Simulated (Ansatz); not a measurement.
# Worked example: vertical ionisation energy of GeF2 (SMILES [F][Ge][F])

The species is GeF2 (3 atoms), meant as a singlet with charge 0. As SMILES, `[F][Ge][F]`. The shape comes from GFN2-xTB, which is rough for such elements, and wasn't checked as a minimum.

| atom | x (Å) | y (Å) | z (Å) |
| --- | --- | --- | --- |
| Ge | 0.0045 | -0.0079 | -0.8123 |
| F | 1.3208 | -0.0187 | 0.4151 |
| F | -1.3253 | 0.0267 | 0.3972 |

Both states at this one shape; open shells run unrestricted unless said. 1 Eh = 27.2114 eV.

| level | program | singlet GeF2 (Eh) | doublet [GeF2]+ (Eh) |
| --- | --- | --- | --- |
| r2SCAN/STO-3G | Ansatz | -2249.845438 | -2249.581144 |
| r2SCAN0/STO-3G | Ansatz | -2249.872768 | -2249.598060 |
| CCSD/STO-3G, 11 core orbitals frozen | Ansatz | -2247.899892 | -2247.671753 |

Question: Work out the vertical ionisation energy at each level.

Answer: 
1. r2SCAN/STO-3G: -2249.581144 − (-2249.845438) = 0.264294 Eh = 7.19 eV.
2. r2SCAN0/STO-3G: -2249.598060 − (-2249.872768) = 0.274708 Eh = 7.48 eV.
3. CCSD/STO-3G: -2247.671753 − (-2247.899892) = 0.228139 Eh = 6.21 eV.

No measured value is set beside it here; the levels span 6.21 to 7.48 eV. Minimal sets are far from the basis-set limit. All-electron rows are non-relativistic unless named. The second state is spin-contaminated at CCSD/STO-3G (⟨S²⟩ = 0.87).
